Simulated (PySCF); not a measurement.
Vertical excitations of a molecule C₃H₃ClF₂ from PySCF with TDA-LC-ωPBE/def2-SVPD, as energy in eV (oscillator strength): 7.27 (0.030), 7.34 (0.361), 7.66 (0.002), 8.43 (0.003), 8.45 (0.001), 8.51 (0.003), 9.44 (0.056), 9.49 (0.069), 9.56 (0.016), 9.79 (0.008). Lowest triplet (TDA): 3.97 eV. Coordinates come from a PBE0-D3(BJ)/def2-SVP optimisation. One conformer was computed; it need not be the lowest.

Question: Identify the compound among the candidates.
A) C=C(Cl)C(F)F
B) FC1(F)C[C@H]1Cl
C) F[C@@H]1[C@H](F)[C@H]1Cl
D) F[C@@H]1C[C@@]1(F)Cl

Answer: A, C=C(Cl)C(F)F
